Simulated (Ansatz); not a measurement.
`NC(F)O[SiH3]` + H₂ → `NCF` + silanol at 500 K and 1 bar (hydrogenolysis of a C–O bond).

Isolated molecules relaxed with PBE0-D4/def2-TZVP in Ansatz; ΔE leaves out vibrations. CBS: MP2 limit from def2 TZ/QZ plus the TZ coupled-cluster correction, frozen cores. This one scheme is used for every species. One conformer a species, not always the lowest.

```csv
species,CCSD(T)/CBS energy (Eh),H − E (kJ/mol),S (J/(mol·K))
`NC(F)O[SiH3]`,-560.44134,249.3,404.6
H₂,-1.17544,41.0,145.5
`NCF`,-194.94856,177.4,292.6
`O[SiH3]`,-366.69042,127.5,292.9
```

H − E and S are ideal-gas, rigid-rotor, harmonic terms from PBE0-D4/def2-TZVP, for one conformer and one mirror image of each species. The MP2-based limit puts H₂ 0.8 mEh under its directly extrapolated value; such offsets cancel only in part. 1 Eh = 2625.50 kJ/mol, R = 8.31446 J/(mol·K).

**Question.** By hand: ΔE, ΔH, ΔS and ΔG.

**Answer.** ΔE = (-194.94856) + (-366.69042) − (-560.44134) − (-1.17544) = -0.02220 Eh = -58.3 kJ/mol. Δ(H − E) = 177.4 + 127.5 − 249.3 − 41.0 = 14.6, so ΔH = -43.7 kJ/mol. ΔS = 292.6 + 292.9 − 404.6 − 145.5 = 35.4 J/(mol·K). ΔG = -43.7 − 500 × (35.4)/1000 = -61.4 kJ/mol.

**Question.** By hand: the equilibrium constant, and the temperature at which ΔG would vanish if ΔH and ΔS stayed fixed.

**Answer.** log₁₀ K = −ΔG/(RT ln 10) = 6.4. ΔH and −TΔS have one sign here, so there is no such temperature.

TΔS isn't small against ΔH here. A doubt of 5 kJ/mol in ΔE shifts log₁₀ K by 0.5 here. Other conformers and mirror images would add mixing entropy, several J/(mol·K) or more a flexible species. Modes under 60 cm⁻¹, often nearly free rotors, make the harmonic entropy too high. These are equilibria of isolated gas molecules and say nothing of rates. Largest T1 diagnostic: 0.012 (customary marks: 0.02 for closed shells, 0.045 for open ones).
